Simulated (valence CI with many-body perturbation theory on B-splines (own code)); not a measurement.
## Forbidden lines of Co3+

Calculated by configuration interaction combined with many-body perturbation theory (CI+MBPT): six valence electrons over a frozen Dirac-Fock core [Ar], a basis of 7 s, 7 p, 8 d, 6 f, 4 g, 1 h functions for each j, with the one-electron correlation potential Σ1 (screened to all orders), the two-electron term Σ2, the three-electron term Σ3, Breit, model QED; selected single and double excitations, second order for the rest, scaled by the run's own slope (own B-spline code, finite nucleus).

Set against measurement, 29 paired levels are off by 533 cm⁻¹ on average, the worst by 1638. These come from a selection out of Sugar and Corliss, J. Phys. Chem. Ref. Data 10, 1097 (1981). Levels without a partner in it may be off by more, other configurations by 1,000 to 8,000 cm⁻¹. Among the levels kept, up to 1300 cm⁻¹ of a level comes from second order outside the variational space, and about a tenth of that is noise between levels of different J, which matters for small intervals. Only levels of the ground parity were solved; by the run's estimate the other parity begins above the list, which can be wrong where configurations are misplaced.

Lines 1 to 50 of 114 in falling wavelength, among levels below 60556 cm⁻¹, chosen from the decays that carry over 1 % of a level's rate. Wavelengths and rates use the calculated energies, so an error of 500 cm⁻¹ moves a line at 1893 nm by 9.5 % and its rate by three times that or more. Electric multipoles are in the length gauge, E1 and E2 with the static RPA response of the core. Weak lines are less certain than strong ones. Lines between different terms over intervals too small for the method are left out, as are lines whose strength nearly cancels and 6 of this kind that miss the measured wavelength by over 7 %. The highest levels of a list are the least certain. Branching is blank where the lifetime is uncertain.

Letters in brackets count levels of one name in rising energy.

| λ vac (nm) | λ from measured levels | Upper | Lower | Type | A (s⁻¹) | Branch % |
| --- | --- | --- | --- | --- | --- | --- |
| 59420 |  | 3d⁶ ⁵D_0 | 3d⁶ ⁵D_1 | M1 | 7.73e-04 | 100.0 |
| 44090 | 41630 | 3d⁶ ³H_4 | 3d⁶ ³H_5 | M1 | 3.73e-04 | 3.6 |
| 34080 |  | 3d⁶ ⁵D_1 | 3d⁶ ⁵D_2 | M1 | 2.39e-03 | 100.0 |
| 29960 | 28380 | 3d⁶ ³H_5 | 3d⁶ ³H_6 | M1 | 9.72e-04 | 96.5 |
| 22120 | 22800 | 3d⁶ ⁵D_2 | 3d⁶ ⁵D_3 | M1 | 6.00e-03 | 100.0 |
| 18400 | 17530 | 3d⁶ ³G_4 | 3d⁶ ³G_5 | M1 | 4.08e-03 |  |
| 13450 | 13900 | 3d⁶ ³P_0 [a] | 3d⁶ ³P_1 [a] | M1 | 2.21e-02 | 1.4 |
| 5562 | 5417 | 3d⁶ ³P_1 [a] | 3d⁶ ³P_2 [a] | M1 | 1.32e-01 | 8.4 |
| 1893 | 2004 | 3d⁶ ³G_5 | 3d⁶ ³H_5 | M1 | 5.49e-02 | 33.3 |
| 1786 | 1880 | 3d⁶ ³G_4 | 3d⁶ ³H_4 | M1 | 4.79e-02 |  |
| 1780 | 1872 | 3d⁶ ³G_5 | 3d⁶ ³H_6 | M1 | 7.90e-02 | 47.9 |
| 1714 | 1787 | 3d⁶ ³G_3 | 3d⁶ ³H_4 | M1 | 8.10e-02 |  |
| 1628 | 1728 | 3d⁶ ¹D_2 | 3d⁶ ³D_3 | M1 | 8.01e-02 | 6.5 |
| 1601 | 1678 | 3d⁶ ¹D_2 | 3d⁶ ³D_1 | M1 | 7.97e-02 | 6.5 |
| 1590 | 1668 | 3d⁶ ¹D_2 | 3d⁶ ³D_2 | M1 | 1.46e-02 | 1.2 |
| 1103 | 1097 | 3d⁶ ³F_2 [b] | 3d⁶ ¹F_3 | M1 | 2.40e-01 |  |
| 1094 | 1086 | 3d⁶ ³F_4 [b] | 3d⁶ ¹F_3 | M1 | 1.39e-01 |  |
| 975.3 | 914.6 | 3d⁶ ³D_1 | 3d⁶ ³P_0 [a] | M1 | 3.32e-02 |  |
| 967.4 | 960.3 | 3d⁶ ³D_1 | 3d⁶ ³F_2 [a] | M1 | 8.31e-03 |  |
| 943.0 | 913.5 | 3d⁶ ¹G_4 | 3d⁶ ³F_3 [a] | M1 | 2.14e-01 |  |
| 933.2 | 924.3 | 3d⁶ ³D_3 | 3d⁶ ³F_3 [a] | M1 | 1.25e-02 |  |
| 916.2 | 886.0 | 3d⁶ ¹G_4 | 3d⁶ ³F_4 [a] | M1 | 4.14e-01 |  |
| 909.4 | 858.2 | 3d⁶ ³D_1 | 3d⁶ ³P_1 [a] | M1 | 1.27e-01 |  |
| 906.9 | 896.2 | 3d⁶ ³D_3 | 3d⁶ ³F_4 [a] | M1 | 1.72e-02 |  |
| 880.9 | 839.6 | 3d⁶ ¹I_6 | 3d⁶ ³H_5 | M1 | 1.13e-01 |  |
| 855.8 | 815.4 | 3d⁶ ¹I_6 | 3d⁶ ³H_6 | M1 | 1.74e-01 |  |
| 784.2 | 742.7 | 3d⁶ ³D_2 | 3d⁶ ³P_2 [a] | M1 | 1.13e-01 | 19.3 |
| 781.6 | 740.8 | 3d⁶ ³D_1 | 3d⁶ ³P_2 [a] | M1 | 2.96e-02 |  |
| 778.9 | 805.7 | 3d⁶ ¹G_4 | 3d⁶ ³H_4 | M1 | 1.76e-01 |  |
| 775.4 | 731.5 | 3d⁶ ³D_3 | 3d⁶ ³P_2 [a] | M1 | 1.01e-01 |  |
| 765.3 | 790.4 | 3d⁶ ¹G_4 | 3d⁶ ³H_5 | M1 | 4.03e-01 |  |
| 725.3 | 710.4 | 3d⁶ ¹F_3 | 3d⁶ ³D_3 | M1 | 1.29e-01 |  |
| 717.7 | 700.2 | 3d⁶ ¹F_3 | 3d⁶ ³D_2 | M1 | 7.43e-02 |  |
| 612.8 | 603.2 | 3d⁶ ³P_1 [b] | 3d⁶ ¹D_2 | M1 | 1.29e-01 |  |
| 603.1 | 610.8 | 3d⁶ ¹D_2 | 3d⁶ ³F_2 [a] | M1 | 2.78e-01 | 22.7 |
| 600.8 | 598.3 | 3d⁶ ¹S_0 | 3d⁶ ³P_1 [a] | M1 | 2.60e+00 |  |
| 593.2 | 602.2 | 3d⁶ ¹D_2 | 3d⁶ ³F_3 [a] | M1 | 5.10e-01 | 41.7 |
| 591.2 | 572.2 | 3d⁶ ³P_1 [b] | 3d⁶ ¹S_0 | M1 | 1.93e-01 |  |
| 580.0 | 567.8 | 3d⁶ ¹D_2 | 3d⁶ ³P_1 [a] | M1 | 6.49e-02 | 5.3 |
| 525.2 | 513.9 | 3d⁶ ¹D_2 | 3d⁶ ³P_2 [a] | M1 | 1.80e-01 | 14.7 |
| 478.3 | 481.6 | 3d⁶ ¹F_3 | 3d⁶ ³G_3 | M1 | 1.11e-01 |  |
| 473.0 | 475.3 | 3d⁶ ¹F_3 | 3d⁶ ³G_4 | M1 | 2.19e-01 |  |
| 456.6 |  | 3d⁶ ³P_2 [a] | 3d⁶ ⁵D_1 | M1 | 9.49e-02 | 9.0 |
| 453.6 | 455.8 | 3d⁶ ³P_0 [b] | 3d⁶ ³D_1 | M1 | 1.46e-01 |  |
| 452.7 | 455.1 | 3d⁶ ³P_0 [b] | 3d⁶ ³D_2 | E2 | 4.67e-01 |  |
| 445.2 | 447.1 | 3d⁶ ³P_1 [b] | 3d⁶ ³D_3 | E2 | 2.58e-01 |  |
| 443.2 | 443.7 | 3d⁶ ³P_1 [b] | 3d⁶ ³D_1 | E2 | 2.29e-01 |  |
| 443.2 | 443.7 | 3d⁶ ³P_1 [b] | 3d⁶ ³D_1 | M1 | 1.53e-01 |  |
| 442.7 | 423.1 | 3d⁶ ³H_4 | 3d⁶ ⁵D_3 | M1 | 1.44e-03 | 13.8 |
| 442.1 | 422.3 | 3d⁶ ³H_6 | 3d⁶ ⁵D_4 | E2 | 6.21e-06 |  |
